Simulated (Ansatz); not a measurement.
C8H8O can be A, `CC(=O)c1ccccc1`, or B, `c1ccc2c(c1)COC2`.

Calculated with Ansatz (gas phase, PBE0-D4/def2-TZVP geometries, no zero-point term in ΔE). CCSD(T)/CBS adds triple-zeta CCSD(T) − MP2 to the extrapolated MP2 energy (def2 sets, frozen cores). Functionals use def2-TZVPP. B3LYP here is the variant with VWN-RPA as its local correlation; programs differ in this. One conformer a species, not always the lowest.

(1) Which is lower in electronic energy at CCSD(T)/CBS, and by how much? (Estimate.)

(2) Give E(B) − E(A) in kJ/mol with BLYP-D4, B2PLYP, CCSD/def2-TZVPP, PBE0-D4, ωB97M-V, B3LYP, PBE-D4. (Estimate.)

Largest T1 diagnostic: 0.013.

Results:

(1) Computed: A, by 47.4 kJ/mol.

(2) Computed: BLYP-D4 67.6, B2PLYP 57.2, CCSD/def2-TZVPP 46.4, PBE0-D4 37.1, ωB97M-V 45.9, B3LYP 59.7, PBE-D4 48.5. None reverses the order clearly.

From r2SCAN to r2SCAN0 (25 % exact exchange), in def2-TZVPP and without D4, E(B) − E(A) moves by −10.2 kJ/mol. In def2-TZVPP, CCSD(T) changes the Hartree–Fock value by −8.1 kJ/mol (the triples alone add +2.9 kJ/mol) and MP2 by −11.2 kJ/mol.
